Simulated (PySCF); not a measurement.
C2H7B3F3N3.
Bonds: F1–C2, C2–F3, C2–F4, C2–C5, C5–N6, N6–B7, B7–N8, N8–B9, B9–N10, N10–B11, N6–B11. Hydrogens: H12, H13 on C5; H14 on B7; H15 on N8; H16 on B9; H17 on N10; H18 on B11.

The closed-shell ground state was solved at several levels (PySCF, density fitting, gas phase, non-relativistic). Isolated species at its PBE0-D3(BJ)/def2-SVP geometry (one conformer only).

| level | basis functions | HOMO (eV) | LUMO (eV) | gap (eV) | dipole (D) |
| --- | --- | --- | --- | --- | --- |
| B3LYP/def2-SVPD | 285 | -7.97 | -0.32 | 7.65 | 2.30 |
| PBE0/pcSseg-2 | 494 | -8.16 | -0.08 | 8.08 | 2.28 |
| B3LYP/pcJ-1 | 367 | -7.87 | -0.14 | 7.73 | 2.20 |

(1) Estimate the row for PBE0/pcSseg-1, a basis of 222 functions; the other rows only guide the guess.

(2) Over all these levels, which gives the widest orbital gap and which the narrowest?

(3) How far do the dipole and the HOMO energy spread over the levels?

Results:

(1) HOMO -8.15 eV, LUMO 0.05 eV, gap 8.20 eV, dipole 2.18 D.

(2) PBE0/pcSseg-1 (global hybrid, 25 % exact exchange) has the widest, 8.20 eV, and B3LYP/def2-SVPD (global hybrid, 20 % exact exchange) the narrowest, 7.65 eV. Functional and basis both differ between the two, so the spread mixes both effects.

(3) The dipole runs from 2.18 to 2.30 D (mean 2.24 D) and the HOMO from -8.16 to -7.87 eV.
